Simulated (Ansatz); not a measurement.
C7H4N6, SMILES C1=CC2=NC=NC3=NC=NC(=N1)N23. Atoms are numbered in the order given.

```xyz
17

C     -0.1618     2.6793     0.0000
C     -1.3467     1.9624     0.0000
C     -1.2825     0.5573     0.0000
N     -2.3630    -0.2306     0.0000
C     -2.1439    -1.5425     0.0000
N     -0.9740    -2.1682     0.0000
C      0.1315    -1.4149     0.0000
N      1.3435    -1.9526     0.0000
C      2.3843    -1.1138     0.0000
N      2.3611     0.2059     0.0000
C      1.1596     0.8080     0.0000
N      1.0567     2.1278     0.0000
N     -0.0001    -0.0053     0.0000
H     -0.1903     3.7749     0.0000
H     -2.3287     2.4316     0.0000
H     -3.0357    -2.1818     0.0000
H      3.3763    -1.5829     0.0000
```

The structure is a stationary point at B3LYP-D3(BJ)/def2-SVP.

Two levels are set side by side: PBE-D3(BJ)/def2-SVP (Ansatz, a first-principles code) and B3LYP-D3(BJ)/def2-SVP (Ansatz). Each level has its own optimised geometry; the coordinates shown are those of the second. Differences are taken from unrounded values.

| quantity | B3LYP-D3(BJ) | PBE-D3(BJ) | PBE-D3(BJ) minus B3LYP-D3(BJ) |
|---|---|---|---|
| mean bond length (Å) | 1.301 | 1.309 | 0.008 |
| bond C1–C2 (Å) | 1.385 | 1.393 | 0.008 |
| bond C1–N12 (Å) | 1.337 | 1.343 | 0.006 |
| bond C2–C3 (Å) | 1.407 | 1.412 | 0.006 |
| bond C3–N4 (Å) | 1.337 | 1.345 | 0.008 |
| bond C3–N13 (Å) | 1.400 | 1.407 | 0.007 |
| bond N4–C5 (Å) | 1.330 | 1.338 | 0.008 |
| bond C5–N6 (Å) | 1.327 | 1.336 | 0.009 |
| bond N6–C7 (Å) | 1.338 | 1.345 | 0.007 |
| bond C7–N8 (Å) | 1.326 | 1.335 | 0.009 |
| bond C7–N13 (Å) | 1.416 | 1.422 | 0.007 |
| bond N8–C9 (Å) | 1.337 | 1.344 | 0.007 |
| bond C9–N10 (Å) | 1.320 | 1.330 | 0.010 |
| bond N10–C11 (Å) | 1.344 | 1.350 | 0.006 |
| bond C11–N12 (Å) | 1.324 | 1.333 | 0.009 |
| bond C11–N13 (Å) | 1.416 | 1.424 | 0.008 |
| bond C1–H14 (Å) | 1.096 | 1.105 | 0.009 |

Exact exchange shortens and stiffens bonds; PBE has none. Differences between two approximate levels are no errors against the true value.
